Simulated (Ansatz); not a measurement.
Ansatz (a program for electronic structure) input:

Ansatz 0.2 input:
```yaml
crystal:
  periodic: [false, false, false]
  atoms:
    - {symbol: Hf, position_ang: [-0.02103507, -0.00268244, 0.01284266]}
    - {symbol: H, position_ang: [1.02260742, -1.50638619, -0.36253364]}
    - {symbol: H, position_ang: [0.49191731, 1.69952183, -0.56213776]}
basis:
  gaussian:
    orbitals: def2-TZVP
hamiltonian:
  xc: b3lyp
  dispersion: d3bj
magnetization: {spin_polarized: true, initial_magnetization: 2}
phonons: {temperatures: {t_min: 298.15, t_max: 298.15, t_step: 100}}
```

Problem. Which total energy does the run end on?

Solution. -49.09533 Eh (B3LYP-D3(BJ)/def2-TZVP). The basis has 52 functions.

This is an excited triplet: at this geometry the singlet lies 0.35 eV lower at CCSD(T)/CBS(def2-TZVPPD,def2-QZVPPD).
